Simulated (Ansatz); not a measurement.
`[SiH3]N[SiH2][GaH2]` + HCl → `[SiH3]N[SiH2]Cl` + `[GaH3]` at 700 K and 1 bar (cleavage of the Si–Ga bond).

Computed with Ansatz on PBE0-D4/def2-TZVP structures; ΔE is electronic, products minus reactants. CCSD(T)/CBS adds triple-zeta CCSD(T) − MP2 to the extrapolated MP2 energy (def2 sets, frozen cores). This one scheme is used for every species. For Ga outer-core shells are correlated without core-valence functions, which leaves a few kJ/mol of doubt a bond. Scalar relativity is left out up to krypton. Each species was taken in one conformer, which may not be the lowest.

```tsv
species	CCSD(T)/CBS energy (Eh)	H − E (kJ/mol)	S (J/(mol·K))
`[SiH3]N[SiH2][GaH2]`	-2561.63827	283.8	529.6
HCl	-460.38127	38.4	211.8
`[SiH3]N[SiH2]Cl`	-1096.34659	237.1	470.7
`[GaH3]`	-1925.70545	80.8	262.3
```

H − E and S are ideal-gas, rigid-rotor, harmonic terms from PBE0-D4/def2-TZVP, for one conformer and one mirror image of each species. 1 Eh = 2625.50 kJ/mol, R = 8.31446 J/(mol·K).

By hand: ΔE, ΔH, ΔS and ΔG.

ΔE = (-1096.34659) + (-1925.70545) − (-2561.63827) − (-460.38127) = -0.03250 Eh = -85.3 kJ/mol. Δ(H − E) = 237.1 + 80.8 − 283.8 − 38.4 = -4.3, so ΔH = -89.6 kJ/mol. ΔS = 470.7 + 262.3 − 529.6 − 211.8 = -8.4 J/(mol·K). ΔG = -89.6 − 700 × (-8.4)/1000 = -83.7 kJ/mol.

By hand: the equilibrium constant, and the temperature at which ΔG would vanish if ΔH and ΔS stayed fixed.

log₁₀ K = −ΔG/(RT ln 10) = 6.2. ΔG = 0 at ΔH/ΔS = 10667 K, far beyond where these terms or the molecules hold.

The number of gas molecules stays the same, so ΔS is small and ΔH decides. A doubt of 5 kJ/mol in ΔE shifts log₁₀ K by 0.4 here. Other conformers and mirror images would add mixing entropy, several J/(mol·K) or more a flexible species. Modes under 60 cm⁻¹, often nearly free rotors, make the harmonic entropy too high. These are equilibria of isolated gas molecules and say nothing of rates. Largest T1 diagnostic: 0.013 (customary marks: 0.02 for closed shells, 0.045 for open ones).
